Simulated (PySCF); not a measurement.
# Spinor energies of Hg⁺ (mercury, charge +1)

Start: [Xe] 4f14 5d10 6s1; 6s1/2 filled at m_j = +1/2. Calculated with PySCF 2.14 in x2c-TZVPall-2c with one added diffuse shell each of s, p, d type (12s12p11d2f, 117 functions): generalised Hartree-Fock with the X2C-1e Hamiltonian and a Gaussian nucleus; spin-orbit coupling (SO) screened by Boettger's factors. This is a chosen level, not necessarily the ground level.

```csv
spinor shell,electrons,"ε, screened SO (eV)",weight of nominal j (screened SO),"rms radius, screened SO (bohr)"
1s1/2,2,-83547.0,1.000,0.0187
2s1/2,2,-14964.7,1.000,0.0755
2p1/2,2,-14334.0,1.000,0.0639
2p3/2,4,-12380.9,1.000,0.0720
3s1/2,2,-3627.2,1.000,0.193
3p1/2,2,-3344.2,1.000,0.184
3p3/2,4,-2905.2,1.000,0.201
3d3/2,4,-2442.2,1.000,0.176
3d5/2,6,-2348.6,1.000,0.180
4s1/2,2,-841.89,1.000,0.424
4p1/2,2,-719.47,1.000,0.429
4p3/2,4,-612.05,1.000,0.463
4d3/2,4,-411.74,1.000,0.475
4d5/2,6,-391.11,1.000,0.486
5s1/2,2,-147.63,1.000,0.971
4f5/2,6,-130.58,1.000,0.526
4f7/2,8,-126.42,1.000,0.528
5p1/2,2,-105.27,1.000,1.05
5d3/2,4,-26.770,0.996,1.53
5d5/2,6,-24.591,0.997,1.60
6s1/2,1,-17.375,1.000,2.81
```

(1) Where does 5p3/2 lie, and what is the 5p spin-orbit splitting (screened SO)?

| quantity | screened SO |
| --- | --- |
| E (hartree) | -19639.35917 |
| M_J | 1/2 |
| ⟨J²⟩ | 0.752 |
| ⟨L²⟩ | 0.185 |
| ⟨S²⟩ | 0.938 |

Each row is a mean over spinors that exchange with the open shell spreads, by up to 0.334 eV (5d5/2).

Breit and QED terms are absent; they matter most for the inner s and p1/2 levels.

Densities and radii are taken from the X2C orbitals without a picture-change correction, which distorts them close to the nucleus.

Answers

(1) At -86.323 eV, 18.945 eV above 5p1/2.
